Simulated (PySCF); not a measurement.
Species: N-formylmorpholine, C₅H₉NO₂.
Atom-mapped SMILES: `[O:1]=[CH:2][N:3]1[CH2:4][CH2:5][O:6][CH2:7][CH2:8]1` (hydrogens: H9 on C2; H10, H11 on C4; H12, H13 on C5; H14, H15 on C7; H16, H17 on C8)

The geometry is computed with GFN2-xTB (gas phase).

(1) Give the optimised bond lengths and angles.

Results:

(1) 
| bond | length (bohr) | order |
| --- | --- | --- |
| O1=C2 | 2.281 | double |
| C2–N3 | 2.538 | single |
| N3–C4, N3–C8 | 2.731 | single |
| C4–C5, C7–C8 | 2.899 | single |
| C5–O6, O6–C7 | 2.664 | single |
| C2–H9 | 2.091 | single |
| C4–H10 and 3 like bonds | 2.066 | single |
| C5–H12, C7–H14 | 2.081 | single |
| C5–H13, C7–H15 | 2.062 | single |

Bonds in one row agree within 0.02 bohr and their mean is given. Orders are formal, as drawn. A selection of angles:
| angle | degrees |
| --- | --- |
| O1–C2–N3 | 125.3 |
| C2–N3–C4 | 121.2 |
| C2–N3–C8 | 124.5 |
| C4–N3–C8 | 113.7 |
| N3–C4–C5 | 109.0 |
| C4–C5–O6 | 111.1 |
| C5–O6–C7 | 111.3 |

Torsions: O1–C2–N3–C4 5° (synperiplanar); C2–N3–C4–C5 117° (anticlinal); N3–C4–C5–O6 55° (synclinal); C4–C5–O6–C7 -60° (synclinal); C5–O6–C7–C8 60° (synclinal); O6–C7–C8–N3 -56° (synclinal); C2–N3–C8–C7 -117° (anticlinal). The mirror-image conformer, all signs reversed, is as good.

The 6-membered ring N3–C4–C5–O6–C7–C8 has internal angles of 108.9° to 113.7°; it is puckered, 0.23 Å rms from its mean plane, widest ring torsion 60°. Of the pairs four or more bonds apart, O1···H11 is among the closest relative to their van der Waals radii: 2.34 Å, 86 % of the sum of Bondi's values. N3 (amide nitrogen) is planar (angles 124.5°, 121.2° and 113.7°, sum 359.4°, 0.07 Å off the plane of its three neighbours). O6 (cyclic ether oxygen) is bent (angle 111.3°). The 3 C–N bonds span 1.343 Å (C2–N3, drawn single) to 1.449 Å (N3–C4, drawn single), a spread of 0.106 Å. The C–O distances run from 1.207 Å (O1=C2, drawn double) to 1.412 Å (C5–O6, drawn single), a spread of 0.205 Å.

Point group: C1 (no symmetry element, even within 0.4 Å). Whether it is a minimum is left open (no frequencies). One conformer, not necessarily the lowest.
